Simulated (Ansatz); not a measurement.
Species: HTe$_{2}$, charge 0, multiplicity 2. It need not be the lowest isomer of its formula. SMILES: [Te][TeH]
Geometry: optimised at B3LYP-D3(BJ)/def2-TZVP (Ansatz, an electronic-structure program).

Parts of the frozen-core correlation energy in def2-TZVPPD (Ansatz, hartree). Frozen orbitals: 18; correlated occupied orbitals by spin: 7 and 6; virtual: 110 and 111. UHF or UKS for open shells. Spin-orbit coupling is left out. In def2 rows, elements after Kr have scalar-relativistic effective core potentials.

| term | value |
|---|---|
| reference (HF) | -534.61297 |
| MP2 opposite-spin | [?] |
| MP2 same-spin | [?] |
| CCSD correlation | [?] |
| (T) | -0.01342 |
| T1 diagnostic | 0.031 |
| largest doubles amplitude | 0.039 |
| <S^2> of the reference | 0.767 |

What belongs in the gaps?


- MP2 opposite-spin, value: -0.18860
- MP2 same-spin, value: -0.05522
- CCSD correlation, value: -0.27689
